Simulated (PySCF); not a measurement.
## Rotational lines of SrMg

Lines J+1 ← J of the vibrational ground state, computed from RHF-CCSD(T) constants of SrMg, ¹Σ⁺ (singlet), closed shell (Sr def2-SVP with ECP28, Mg def2-SVP; scalar-relativistic core potentials (PySCF 2.14); masses 87.9056 and 23.9850 u), in MHz:

| J | ν (MHz) |
| --- | --- |
| 5 | 16595.0 |
| 6 | 19358.0 |
| 7 | 22119.6 |
| 8 | 24879.8 |
| 9 | 27638.2 |

Q: Find B0 and the effective bond length r0; with αe = 0.00185 cm⁻¹, find Re.

A: ν = 2B0(J+1) − 4D(J+1)³ gives B0 = 0.046148 cm⁻¹. With the reduced mass μred = 18.844 u, r0 = √(16.8576/(μred·B0)) (u, cm⁻¹, Å) = 4.4029 Å. Be = B0 + αe/2 = 0.047073 cm⁻¹ gives Re = 4.359 Å.

Correlated steps freeze 1 core orbital. The bond is weak. Basis-set superposition, not corrected here, can be much of De in a small basis, most of all at correlated wavefunction levels.
